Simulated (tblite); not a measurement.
Species: C6H16N2Si.
Cartesian coordinates in Å at the GFN2-xTB level; atoms count from 1:
```
atom  x, y, z in Å
C1    -0.307   -0.592    2.499
N2    -0.311    0.223    1.308
N3     1.013    0.561    0.924
C4     1.655   -0.383    0.056
C5     1.683   -0.245   -1.443
C6     2.924    0.004   -0.630
Si7   -1.669    0.254    0.228
C8    -1.527    1.835   -0.817
C9    -1.869   -1.255   -0.924
H10    0.003   -1.624    2.303
H11    0.384   -0.155    3.221
H12   -1.309   -0.605    2.918
H13    0.999    1.482    0.496
H14    1.587   -1.386    0.461
H15    1.638   -1.137   -2.050
H16    1.200    0.611   -1.890
H17    3.259    1.024   -0.523
H18    3.728   -0.713   -0.677
H19   -2.820    0.343    1.137
H20   -0.799    1.748   -1.618
H21   -2.483    2.056   -1.280
H22   -1.255    2.692   -0.207
H23   -1.853   -2.182   -0.357
H24   -1.072   -1.312   -1.662
H25   -2.811   -1.221   -1.464
```

Computed with GFN2-xTB (tblite): harmonic, unscaled wavenumbers at the GFN2-xTB geometry, gas phase. Errors from tens to a few hundred cm⁻¹ against measured bands are possible. Modes of hydrogen on silicon can be 10 to 20 % off. One conformer, not necessarily the lowest.

Harmonic wavenumbers (cm⁻¹): 32.2, 54.2, 88.5, 97.9, 112.1, 116.2, 156.7, 161.1, 166.4, 194.4, 292.6, 297.9, 332.9, 420.5, 477.8, 615.9, 637.4, 681.3, 722.6, 747.4, 786.7, 791.5, 799.7, 827.3, 832.8, 852.2, 864.3, 885.0, 961.0, 1006.6, 1039.3, 1057.5, 1079.4, 1091.3, 1097.8, 1152.2, 1154.5, 1184.3, 1224.8, 1252.6, 1323.6, 1373.3, 1376.5, 1402.8, 1410.7, 1435.5, 1474.6, 1482.4, 1486.7, 1490.8, 1496.8, 1500.3, 1504.3, 2198.5, 2899.5, 2992.3, 3031.3, 3033.1, 3035.2, 3039.5, 3041.7, 3042.6, 3046.1, 3055.3, 3080.4, 3087.8, 3092.3, 3109.2, 3344.8.

A = 1678, B = 1002, C = 839.2 MHz; mass 144.108 u (most abundant isotopes); point group C1, symmetry number 1.

Zero-point energy?

½Σν̃ = 46617 cm⁻¹ = 133.28 kcal/mol.

What is S at 273.15 K and 1 bar for an ideal gas of classical rigid rotors and harmonic oscillators?

Translation 40.40, rotation 29.55, vibration 40.17: S = 110.1 cal/(mol K).

And Cp and H(273.15 K) − H(0)?

Cp = 45.40 cal/(mol K), of which vibrations give 37.45 (their classical limit is 69 R = 137.1); H(273.15 K) − H(0) = 7.71 kcal/mol without the zero-point energy, 5.54 from vibrations.

Blend soft modes into free rotors: weight 1/[1 + (100 cm⁻¹/ν̃)⁴] for the oscillator and the rest for a rotor with moment μB/(μ + B), μ = h/(8π²ν), B = 10⁻⁴⁴ kg m². What vibrational entropy results?

36.57 cal/(mol K) in place of 40.17, which changes −T·S at 273.15 K by +0.98 kcal/mol.

What must be added to the electronic energy to get the Gibbs energy at 273.15 K and 1 bar?

ZPE + [H(273.15 K) − H(0)] − T·S = 133.28 + 7.71 − 30.08 = 110.91 kcal/mol.

Which modes carry the vibrational entropy at 273.15 K?

32.2 cm⁻¹: 5.52; 54.2 cm⁻¹: 4.48; 88.5 cm⁻¹: 3.52; 97.9 cm⁻¹: 3.33; 112.1 cm⁻¹: 3.06; 116.2 cm⁻¹: 2.99 cal/(mol K); the other 63 give 17.26 together.

Hindered rotation and anharmonicity are outside this model. Other conformers, if any are populated, would add a mixing term that is left out. The structure is chiral; the term R ln 2 for an equal mix with its mirror image is left out.
